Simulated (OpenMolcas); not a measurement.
## Ar3+: effect of correlating more closed shells

| Quantity | Value |
| --- | --- |
| Program | OpenMolcas |
| Basis | ANO-RCC-VTZP [5s4p2d1f] |
| Scalar Hamiltonian | DKH2, point nucleus |
| Active space | 3 electrons in 3 orbitals (3p) |
| State averaging | 2S+1 = 4 odd, 1 root; 2S+1 = 2 odd, 8 roots |
| Spin-orbit coupling | state interaction with AMFI integrals over the reference wave functions, term energies averaged over their components |

Methods on the same reference wave functions:
A. CASSCF
B. SS-CASPT2, IPEA 0.25 Eh, imaginary shift 0.1 Eh (closed shells correlated: 3s)
C. SS-CASPT2, IPEA 0.25 Eh, imaginary shift 0.1 Eh (closed shells correlated: 2s 2p 3s)

Energies in eV above 3s2 3p3 4S* 3/2, the measured ground level; measured values from Saloman, J. Phys. Chem. Ref. Data 39, 033101 (2010).

```tsv
Level	A	B	C	Measured
3s2 3p3 4S* 3/2	0.0000	0.0000	0.0000	0.0000
3s2 3p3 2D* 3/2	3.2303	2.765	2.749	2.6149
3s2 3p3 2D* 5/2	3.2414	2.778	2.762	2.6309
3s2 3p3 2P* 1/2	5.3854	4.638	4.614	4.3214
3s2 3p3 2P* 3/2	5.4002	4.655	4.631	4.3435
```

Deviations, from unrounded energies. A percentage is the sum of absolute deviations over the sum of measured energies, with the sign that they share, or ± where signs differ.

```
                        Against measurement  Levels      A     B     C
             mean absolute deviation (cm-1)       4   6700  1900  1700
other terms of the ground configuration (%)       4  +24.1  +6.7  +6.1
```

C lies closest to measurement on these levels and A furthest from it. The largest miss of C in the table is 3s2 3p3 2P* 1/2, by +2400 cm-1. The ranking rests on the paired levels alone, and a cruder setting can come out closer through cancelling errors.

Between B and C the level of the table that moves most is 3s2 3p3 2P* 1/2, by 190 cm-1 (lowest in C, highest in B). Moves below CASPT2's spread within the term are not significant.

The mean deviations of B to C differ by less than CASPT2's widest spread within a term (250 cm-1), so their order carries little weight.

From A to B the spin-free energies of the other terms of 3s2 3p3 shown, above 4S*, scale by a factor of 0.86.

The lowest spin-free term lies below A's lowest term by 0.107 hartree in B, 0.139 hartree in C.

What an inner shell adds also hangs on whether the basis holds functions to correlate it.

CASPT2 does not keep the components of a term degenerate, so their means are used; among the terms shown or strongly mixed into the levels shown the widest spread is 250 cm-1 (3s2 3p3 2D*, C). With the s shell closed, the reference lacks s² → p² mixing. Computed and measured levels are paired by configuration, term and J; levels that our copy of the source lacks, or whose pairing is in doubt (as where it misses far off the trend of its configuration), stay unpaired and out of the deviations. Levels of configurations outside the active space are missing.

* marks odd parity.
